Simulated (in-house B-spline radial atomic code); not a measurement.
A fraction x of an electron is removed from 5s in Zr, starting from [Kr] 4d2 5s2 and keeping the highest spin. All numbers are computed (scalar-relativistic (X2C) LDA PW92, spin-polarised, spherical fractional occupations; Fermi nucleus of rms radius 4.2694 fm) with an all-electron radial atomic-structure program (B-spline basis), not measured.

```
   x  E(x) - E(0) (eV)  5s down level (eV)
   0            0.0000              -4.233
0.09            0.4008              -4.674
0.16            0.7400              -5.019
0.26            1.2667              -5.516
0.47            2.5356              -6.571
 0.5            2.7350              -6.722
0.62            3.5780              -7.329
0.68            4.0268              -7.632
0.79            4.8968              -8.186
0.92            6.0032              -8.831
   1            6.7243                   -
```

The exact functional would give a straight line between the two integer points. Deviations E(x) - E(0) - x[E(1) - E(0)], in eV: -0.204 at x = 0.09, -0.336 at x = 0.16, -0.482 at x = 0.26, -0.625 at x = 0.47, -0.627 at x = 0.5, -0.591 at x = 0.62, -0.546 at x = 0.68, -0.415 at x = 0.79, -0.183 at x = 0.92.

The curve lies below the straight line by up to 0.627 eV (at x = 0.5): convex, the delocalisation error that favours fractional charges.

(1) How well does Slater's transition state (minus the level at half occupation) give the ionisation energy?

## Answers

(1) It gives 6.722 eV against 6.724 eV from the two total energies; NIST lists 6.63 eV, ground level to ground level.
